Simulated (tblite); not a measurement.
A geometry optimisation, step by step.

C₃H₁₁BNP.
Atom-mapped SMILES: `[CH3:1][B:2]([PH2:3])[N:4]([CH3:5])[CH3:6]` (hydrogens: H7, H8, H9 on C1; H10, H11 on P3; H12, H13, H14 on C5; H15, H16, H17 on C6)

Computed with GFN2-xTB (tblite), gas phase: L-BFGS steps from a force-field or distance-geometry start until the largest atomic force falls under 0.01 eV/Å. 10 of its 155 geometries are shown.

Step 0: E = -507.1139 eV, largest atomic force 1.901 eV/Å
```
atom  x, y, z in Å  |  force x, y, z in eV/Å
C1      1.037    1.611   -0.431   -0.136   0.357   0.578
B2      0.824    0.065   -0.161   -1.002  -0.802   0.947
P3      2.362   -1.120    0.072    1.669   0.433  -0.681
N4     -0.525   -0.474    0.197    1.541   1.058   0.346
C5     -1.335   -0.887   -0.904   -0.098  -0.681  -0.503
C6     -1.246    0.258    1.198   -0.866   0.293   0.760
H7      2.103    1.856   -0.497   -0.369   0.060  -0.312
H8      0.640    2.221    0.425    0.319  -0.484  -0.799
H9      0.476    1.953   -1.329    0.533  -0.189   0.527
H10     2.377   -1.653    1.421   -0.950  -0.210  -1.326
H11     2.269   -2.170   -0.931   -0.537   0.438   1.422
H12    -0.931   -0.412   -1.817   -0.708  -0.396  -0.026
H13    -2.374   -0.576   -0.671    0.495  -0.372  -0.791
H14    -1.279   -1.995   -0.984   -0.211   0.471  -0.266
H15    -0.987    1.326    1.292    0.067  -0.327  -0.029
H16    -1.097   -0.215    2.198   -0.182   0.275  -0.557
H17    -2.320    0.224    0.913    0.434   0.077   0.710
```

Step 17: E = -508.3061 eV, largest atomic force 0.510 eV/Å
```
atom  x, y, z in Å  |  force x, y, z in eV/Å
C1      1.138    1.694   -0.218    0.105  -0.078  -0.165
B2      0.841    0.143   -0.037   -0.333   0.308  -0.234
P3      2.349   -1.076   -0.201    0.022   0.145  -0.183
N4     -0.517   -0.249    0.093   -0.229  -0.118   0.069
C5     -1.229   -1.038   -0.906    0.134   0.065   0.169
C6     -1.281    0.313    1.206    0.152  -0.105  -0.233
H7      2.183    1.893   -0.432    0.146   0.069   0.131
H8      0.777    2.469    0.451   -0.020  -0.210   0.152
H9      0.601    1.836   -1.164    0.088   0.273  -0.020
H10     2.021   -1.498    1.085    0.114  -0.236  -0.053
H11     1.766   -2.168   -0.826   -0.206  -0.002   0.194
H12    -0.924   -0.688   -1.898    0.026  -0.161   0.026
H13    -2.303   -0.852   -0.825    0.114  -0.096   0.116
H14    -1.050   -2.119   -0.851    0.022   0.129   0.154
H15    -0.991    1.359    1.353   -0.217  -0.212   0.017
H16    -1.026   -0.244    2.123   -0.195   0.146  -0.126
H17    -2.362    0.235    1.036    0.277   0.084  -0.015
```

Step 34: E = -508.9917 eV, largest atomic force 0.546 eV/Å
```
atom  x, y, z in Å  |  force x, y, z in eV/Å
C1      1.312    1.733   -0.019   -0.096   0.454  -0.287
B2      0.730    0.293   -0.351   -0.133   0.205   0.128
P3      2.061   -0.967   -0.900    0.206  -0.157  -0.334
N4     -0.606   -0.058   -0.140    0.150  -0.156   0.370
C5     -1.171   -1.310   -0.604    0.118  -0.235  -0.036
C6     -1.429    0.452    0.943   -0.003  -0.077   0.127
H7      2.402    1.813    0.076   -0.266  -0.373   0.241
H8      0.843    2.182    0.862    0.233   0.140  -0.270
H9      1.113    2.372   -0.900   -0.231  -0.120   0.445
H10     2.379   -1.119    0.451    0.021  -0.173  -0.149
H11     1.266   -2.106   -0.964    0.189   0.007   0.183
H12    -0.812   -1.514   -1.608   -0.086  -0.032  -0.149
H13    -2.254   -1.215   -0.608   -0.107  -0.090  -0.193
H14    -0.917   -2.185    0.024   -0.004   0.355   0.026
H15    -1.143    1.447    1.282   -0.016  -0.085  -0.281
H16    -1.293   -0.237    1.787   -0.198   0.104   0.136
H17    -2.490    0.431    0.660    0.223   0.232   0.043
```

Step 51: E = -509.3163 eV, largest atomic force 0.242 eV/Å
```
atom  x, y, z in Å  |  force x, y, z in eV/Å
C1      1.291    1.629    0.196    0.043   0.102   0.013
B2      0.671    0.239   -0.280    0.122  -0.209  -0.006
P3      1.907   -0.800   -1.340    0.048  -0.040  -0.079
N4     -0.622   -0.192   -0.013   -0.042   0.163   0.013
C5     -1.198   -1.463   -0.424   -0.025   0.059   0.070
C6     -1.526    0.580    0.823    0.049  -0.086   0.007
H7      2.367    1.545    0.368   -0.066  -0.062  -0.007
H8      0.865    2.058    1.099   -0.011  -0.024   0.037
H9      1.187    2.381   -0.588   -0.088  -0.035  -0.034
H10     2.914   -0.831   -0.388   -0.043   0.051  -0.063
H11     1.488   -2.071   -1.008    0.007  -0.100   0.048
H12    -0.676   -1.871   -1.290   -0.012   0.104   0.084
H13    -2.252   -1.342   -0.686    0.041   0.139  -0.053
H14    -1.157   -2.200    0.389    0.084   0.085   0.005
H15    -1.061    1.532    1.067   -0.134  -0.083   0.039
H16    -1.729    0.032    1.752   -0.081   0.069  -0.081
H17    -2.475    0.785    0.313    0.107  -0.133   0.008
```

Step 68: E = -509.3773 eV, largest atomic force 0.095 eV/Å
```
atom  x, y, z in Å  |  force x, y, z in eV/Å
C1      1.322    1.591    0.253   -0.028  -0.054  -0.016
B2      0.710    0.199   -0.228    0.017  -0.059  -0.054
P3      1.790   -0.881   -1.421    0.023  -0.021   0.013
N4     -0.600   -0.177    0.034   -0.022   0.018   0.084
C5     -1.195   -1.432   -0.382    0.002   0.074  -0.022
C6     -1.560    0.594    0.800   -0.002   0.002   0.001
H7      2.403    1.550    0.384   -0.021  -0.051  -0.036
H8      0.903    1.958    1.186    0.008   0.006   0.036
H9      1.136    2.354   -0.503   -0.017   0.005  -0.008
H10     3.009   -0.713   -0.790   -0.009   0.083   0.003
H11     1.618   -2.133   -0.854   -0.017   0.039   0.062
H12    -0.618   -1.885   -1.184    0.004   0.010  -0.038
H13    -2.211   -1.249   -0.740    0.015  -0.071  -0.035
H14    -1.244   -2.137    0.456   -0.025   0.026   0.011
H15    -1.153    1.555    1.097    0.058  -0.066   0.014
H16    -1.867    0.038    1.695    0.023   0.066  -0.065
H17    -2.449    0.780    0.188   -0.009  -0.007   0.049
```

Step 86: E = -509.4191 eV, largest atomic force 0.032 eV/Å
```
atom  x, y, z in Å  |  force x, y, z in eV/Å
C1      1.330    1.533    0.241   -0.001   0.000  -0.010
B2      0.684    0.167   -0.254   -0.001  -0.005   0.012
P3      1.735   -1.022   -1.370    0.026  -0.005   0.018
N4     -0.628   -0.182    0.020   -0.006   0.005  -0.003
C5     -1.248   -1.406   -0.442   -0.007   0.010  -0.002
C6     -1.553    0.594    0.821   -0.002   0.000  -0.005
H7      2.418    1.492    0.245    0.000   0.012  -0.005
H8      1.019    1.824    1.242    0.009  -0.002   0.018
H9      1.053    2.348   -0.428   -0.019   0.000   0.004
H10     2.978   -0.502   -1.052   -0.018  -0.012  -0.003
H11     1.853   -2.035   -0.428   -0.007   0.017  -0.019
H12    -0.617   -1.886   -1.190   -0.002  -0.010   0.006
H13    -2.221   -1.189   -0.893    0.008  -0.001  -0.004
H14    -1.402   -2.102    0.390   -0.008   0.004   0.007
H15    -1.091    1.516    1.158    0.010  -0.011  -0.005
H16    -1.875    0.018    1.694    0.008  -0.003   0.002
H17    -2.442    0.844    0.235    0.009   0.001  -0.010
```

Step 103: E = -509.4255 eV, largest atomic force 0.054 eV/Å
```
atom  x, y, z in Å  |  force x, y, z in eV/Å
C1      1.320    1.519    0.252   -0.023  -0.029  -0.028
B2      0.696    0.145   -0.258   -0.027  -0.016   0.014
P3      1.747   -1.057   -1.360    0.003   0.033   0.017
N4     -0.617   -0.200    0.023   -0.015   0.018  -0.015
C5     -1.269   -1.405   -0.443   -0.020   0.010  -0.025
C6     -1.534    0.603    0.804    0.013   0.009  -0.001
H7      2.400    1.570    0.118   -0.035  -0.016  -0.007
H8      1.118    1.692    1.307    0.048   0.015   0.020
H9      0.896    2.361   -0.296   -0.003   0.003   0.006
H10     2.977   -0.475   -1.109    0.021   0.000  -0.005
H11     1.938   -2.010   -0.372   -0.018  -0.024   0.001
H12    -0.606   -1.968   -1.098    0.025  -0.001   0.011
H13    -2.176   -1.151   -1.000    0.010   0.006  -0.007
H14    -1.558   -2.036    0.403    0.021  -0.028   0.019
H15    -1.041    1.499    1.162   -0.025   0.024   0.002
H16    -1.902    0.034    1.664    0.006  -0.004  -0.024
H17    -2.395    0.893    0.193    0.018   0.000   0.022
```

Step 120: E = -509.4336 eV, largest atomic force 0.039 eV/Å
```
atom  x, y, z in Å  |  force x, y, z in eV/Å
C1      1.311    1.539    0.232    0.010   0.000   0.009
B2      0.694    0.155   -0.257    0.009   0.013   0.002
P3      1.770   -1.034   -1.346   -0.002   0.000  -0.004
N4     -0.620   -0.189    0.016    0.001   0.003   0.007
C5     -1.251   -1.406   -0.445   -0.005   0.007   0.000
C6     -1.540    0.610    0.799    0.004   0.000   0.000
H7      2.359    1.647   -0.044   -0.021   0.002  -0.012
H8      1.256    1.645    1.315    0.002   0.005   0.003
H9      0.780    2.388   -0.199   -0.008  -0.006   0.009
H10     3.002   -0.537   -0.966    0.024   0.007   0.004
H11     1.847   -2.078   -0.436   -0.022   0.014   0.013
H12    -0.552   -1.982   -1.050   -0.032   0.000  -0.001
H13    -2.130   -1.173   -1.053    0.000   0.007   0.020
H14    -1.571   -2.015    0.407   -0.007  -0.022  -0.009
H15    -1.053    1.508    1.165    0.010  -0.004  -0.018
H16    -1.904    0.035    1.657    0.008  -0.010  -0.004
H17    -2.406    0.901    0.196    0.030  -0.016  -0.019
```

Step 137: E = -509.4381 eV, largest atomic force 0.027 eV/Å
```
atom  x, y, z in Å  |  force x, y, z in eV/Å
C1      1.301    1.561    0.200   -0.008  -0.010   0.009
B2      0.701    0.160   -0.261    0.000  -0.011   0.001
P3      1.809   -1.042   -1.294   -0.004  -0.009  -0.012
N4     -0.611   -0.193    0.011    0.001   0.004  -0.005
C5     -1.252   -1.398   -0.468    0.004   0.003  -0.009
C6     -1.527    0.598    0.805    0.001   0.002  -0.002
H7      2.296    1.733   -0.206    0.008   0.004  -0.007
H8      1.387    1.622    1.284    0.002   0.000   0.010
H9      0.678    2.396   -0.118   -0.006   0.010   0.000
H10     3.025   -0.591   -0.813    0.009   0.000   0.003
H11     1.777   -2.101   -0.401    0.005   0.004   0.003
H12    -0.566   -1.968   -1.093   -0.006   0.003  -0.002
H13    -2.132   -1.139   -1.065   -0.015  -0.019   0.011
H14    -1.575   -2.024    0.370    0.004   0.001  -0.004
H15    -1.038    1.498    1.162   -0.015   0.005   0.010
H16    -1.875    0.019    1.665    0.004   0.004   0.007
H17    -2.403    0.880    0.212    0.015   0.008  -0.013
```

Step 154: E = -509.4398 eV, largest atomic force 0.009 eV/Å
```
atom  x, y, z in Å  |  force x, y, z in eV/Å
C1      1.302    1.558    0.205   -0.003   0.005   0.000
B2      0.700    0.162   -0.265    0.002   0.000  -0.001
P3      1.805   -1.052   -1.289   -0.006   0.004   0.001
N4     -0.615   -0.185   -0.001    0.003  -0.001  -0.003
C5     -1.248   -1.401   -0.464    0.000  -0.005   0.003
C6     -1.533    0.609    0.788    0.003  -0.002  -0.003
H7      2.294    1.736   -0.207    0.003   0.003  -0.002
H8      1.398    1.606    1.290    0.003  -0.002  -0.004
H9      0.676    2.397   -0.096    0.007  -0.004   0.002
H10     3.026   -0.599   -0.822   -0.004   0.007   0.003
H11     1.774   -2.096   -0.378    0.004  -0.007   0.000
H12    -0.590   -1.929   -1.153    0.000   0.000   0.000
H13    -2.180   -1.164   -0.984   -0.003   0.001  -0.001
H14    -1.482   -2.060    0.379   -0.003  -0.005   0.000
H15    -1.042    1.503    1.157   -0.005  -0.001   0.005
H16    -1.893    0.027    1.642   -0.004   0.004   0.000
H17    -2.398    0.902    0.186    0.003   0.002   0.000
```

Q: Summarise the path.

A: The energy falls by 224.41 kJ/mol from step 0 to step 154; nine tenths of that is first reached at step 43. It falls at every step. The largest force goes from 1.901 to 0.009 eV/Å. Among the bonds B2–N4 changes most, from 1.496 to 1.385 Å; the atoms move by 1.125 Å rms after alignment.

Q: Follow the three bonds and two angles with the largest change from start to end.

A: 
```json
{"step": "0", "E above end (kJ/mol)": "224.41", "largest force (eV/Å)": "1.901", "B2–N4 (Å)": "1.496", "P3–H11 (Å)": "1.455", "P3–H10 (Å)": "1.450", "H10–P3–H11 (°)": "112.1", "B2–P3–H10 (°)": "110.0"}
{"step": "7", "E above end (kJ/mol)": "135.60", "largest force (eV/Å)": "0.354", "B2–N4 (Å)": "1.461", "P3–H11 (Å)": "1.383", "P3–H10 (Å)": "1.380", "H10–P3–H11 (°)": "90.0", "B2–P3–H10 (°)": "95.9"}
{"step": "13", "E above end (kJ/mol)": "120.81", "largest force (eV/Å)": "0.569", "B2–N4 (Å)": "1.419", "P3–H11 (Å)": "1.379", "P3–H10 (Å)": "1.399", "H10–P3–H11 (°)": "89.9", "B2–P3–H10 (°)": "91.2"}
{"step": "20", "E above end (kJ/mol)": "96.92", "largest force (eV/Å)": "0.615", "B2–N4 (Å)": "1.411", "P3–H11 (Å)": "1.398", "P3–H10 (Å)": "1.410", "H10–P3–H11 (°)": "93.1", "B2–P3–H10 (°)": "84.2"}
{"step": "27", "E above end (kJ/mol)": "69.30", "largest force (eV/Å)": "0.269", "B2–N4 (Å)": "1.407", "P3–H11 (Å)": "1.378", "P3–H10 (Å)": "1.396", "H10–P3–H11 (°)": "89.3", "B2–P3–H10 (°)": "90.2"}
{"step": "33", "E above end (kJ/mol)": "48.58", "largest force (eV/Å)": "0.515", "B2–N4 (Å)": "1.399", "P3–H11 (Å)": "1.392", "P3–H10 (Å)": "1.391", "H10–P3–H11 (°)": "92.8", "B2–P3–H10 (°)": "87.3"}
{"step": "40", "E above end (kJ/mol)": "26.92", "largest force (eV/Å)": "0.362", "B2–N4 (Å)": "1.391", "P3–H11 (Å)": "1.378", "P3–H10 (Å)": "1.398", "H10–P3–H11 (°)": "90.1", "B2–P3–H10 (°)": "88.2"}
{"step": "47", "E above end (kJ/mol)": "15.56", "largest force (eV/Å)": "0.257", "B2–N4 (Å)": "1.388", "P3–H11 (Å)": "1.386", "P3–H10 (Å)": "1.389", "H10–P3–H11 (°)": "91.1", "B2–P3–H10 (°)": "93.9"}
{"step": "54", "E above end (kJ/mol)": "9.99", "largest force (eV/Å)": "0.199", "B2–N4 (Å)": "1.388", "P3–H11 (Å)": "1.384", "P3–H10 (Å)": "1.387", "H10–P3–H11 (°)": "92.5", "B2–P3–H10 (°)": "95.1"}
{"step": "60", "E above end (kJ/mol)": "7.90", "largest force (eV/Å)": "0.114", "B2–N4 (Å)": "1.385", "P3–H11 (Å)": "1.383", "P3–H10 (Å)": "1.384", "H10–P3–H11 (°)": "92.7", "B2–P3–H10 (°)": "96.1"}
{"step": "67", "E above end (kJ/mol)": "6.22", "largest force (eV/Å)": "0.112", "B2–N4 (Å)": "1.387", "P3–H11 (Å)": "1.388", "P3–H10 (Å)": "1.385", "H10–P3–H11 (°)": "92.0", "B2–P3–H10 (°)": "98.3"}
{"step": "74", "E above end (kJ/mol)": "4.14", "largest force (eV/Å)": "0.246", "B2–N4 (Å)": "1.385", "P3–H11 (Å)": "1.382", "P3–H10 (Å)": "1.372", "H10–P3–H11 (°)": "92.4", "B2–P3–H10 (°)": "98.5"}
{"step": "80", "E above end (kJ/mol)": "2.24", "largest force (eV/Å)": "0.083", "B2–N4 (Å)": "1.384", "P3–H11 (Å)": "1.390", "P3–H10 (Å)": "1.387", "H10–P3–H11 (°)": "92.8", "B2–P3–H10 (°)": "97.0"}
{"step": "87", "E above end (kJ/mol)": "1.99", "largest force (eV/Å)": "0.019", "B2–N4 (Å)": "1.385", "P3–H11 (Å)": "1.388", "P3–H10 (Å)": "1.384", "H10–P3–H11 (°)": "92.4", "B2–P3–H10 (°)": "97.2"}
{"step": "94", "E above end (kJ/mol)": "1.80", "largest force (eV/Å)": "0.041", "B2–N4 (Å)": "1.385", "P3–H11 (Å)": "1.386", "P3–H10 (Å)": "1.383", "H10–P3–H11 (°)": "92.5", "B2–P3–H10 (°)": "97.5"}
{"step": "100", "E above end (kJ/mol)": "1.59", "largest force (eV/Å)": "0.070", "B2–N4 (Å)": "1.385", "P3–H11 (Å)": "1.384", "P3–H10 (Å)": "1.382", "H10–P3–H11 (°)": "92.0", "B2–P3–H10 (°)": "96.9"}
{"step": "107", "E above end (kJ/mol)": "1.18", "largest force (eV/Å)": "0.043", "B2–N4 (Å)": "1.385", "P3–H11 (Å)": "1.386", "P3–H10 (Å)": "1.383", "H10–P3–H11 (°)": "92.5", "B2–P3–H10 (°)": "96.9"}
{"step": "114", "E above end (kJ/mol)": "0.88", "largest force (eV/Å)": "0.060", "B2–N4 (Å)": "1.384", "P3–H11 (Å)": "1.387", "P3–H10 (Å)": "1.384", "H10–P3–H11 (°)": "92.1", "B2–P3–H10 (°)": "96.9"}
{"step": "121", "E above end (kJ/mol)": "0.57", "largest force (eV/Å)": "0.039", "B2–N4 (Å)": "1.385", "P3–H11 (Å)": "1.387", "P3–H10 (Å)": "1.383", "H10–P3–H11 (°)": "92.3", "B2–P3–H10 (°)": "96.9"}
{"step": "127", "E above end (kJ/mol)": "0.26", "largest force (eV/Å)": "0.043", "B2–N4 (Å)": "1.386", "P3–H11 (Å)": "1.386", "P3–H10 (Å)": "1.384", "H10–P3–H11 (°)": "92.6", "B2–P3–H10 (°)": "97.0"}
{"step": "134", "E above end (kJ/mol)": "0.19", "largest force (eV/Å)": "0.022", "B2–N4 (Å)": "1.385", "P3–H11 (Å)": "1.386", "P3–H10 (Å)": "1.384", "H10–P3–H11 (°)": "92.5", "B2–P3–H10 (°)": "96.6"}
{"step": "141", "E above end (kJ/mol)": "0.10", "largest force (eV/Å)": "0.041", "B2–N4 (Å)": "1.385", "P3–H11 (Å)": "1.387", "P3–H10 (Å)": "1.384", "H10–P3–H11 (°)": "92.7", "B2–P3–H10 (°)": "96.6"}
{"step": "147", "E above end (kJ/mol)": "0.04", "largest force (eV/Å)": "0.020", "B2–N4 (Å)": "1.385", "P3–H11 (Å)": "1.387", "P3–H10 (Å)": "1.384", "H10–P3–H11 (°)": "92.5", "B2–P3–H10 (°)": "96.8"}
{"step": "154", "E above end (kJ/mol)": "0.00", "largest force (eV/Å)": "0.009", "B2–N4 (Å)": "1.385", "P3–H11 (Å)": "1.386", "P3–H10 (Å)": "1.384", "H10–P3–H11 (°)": "92.6", "B2–P3–H10 (°)": "96.9"}
```

What follows is the cost of the whole relaxation. On an Intel Xeon at 2.70 GHz with one thread, shared host with 64 logical CPUs at a one-minute load of 61, this took 1.3 s of wall time.
